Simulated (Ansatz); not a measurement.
InO₂H, relaxed as a singlet with RKS PBE0-D4/def2-TZVP in Ansatz, starting from the GFN2-xTB geometry. Force threshold 0.02 eV/Å.

In the def2 sets In takes a core potential; there is no spin–orbit coupling. The structure holds one bond between oxygen atoms, so isomers without such links may lie far lower. The structure comes from a short search, and lower isomers may exist.

Start:

```xyz
4

In    0.112   -1.316    1.361
O    -0.429    0.518   -0.095
O     0.819   -0.201   -0.341
H    -0.502    0.999   -0.925
```

```csv
step,energy (eV),largest force component (eV/Å),SCF passes
1,-9279.8748,0.608,19
2,-9279.9257,0.823,28
3 (rejected),-9279.8555,2.766,28
4,-9279.9498,0.502,23
5,-9279.9725,0.808,22
6,-9279.9764,0.798,22
7,-9279.9878,0.064,23
8,-9279.9878,0.047,24
9,-9279.9880,0.006,24
```

Force components are those of the run's own axes.

End:

Cartesian coordinates in Å:
```
In 0.0296 -1.3501 1.2501
O -0.2395 0.7584 -0.0542
O 0.8730 -0.1661 -0.2763
H -0.6631 0.7578 -0.9195
```

By distances, no bond broke or formed. The bond that changes most is In1–O2, from 2.40 to 2.49 Å (atoms count from 1).

No frequencies were taken in this run, so the end may be a saddle point.

It took 13 s on 2 threads of Arm Neoverse V2 on a shared host.
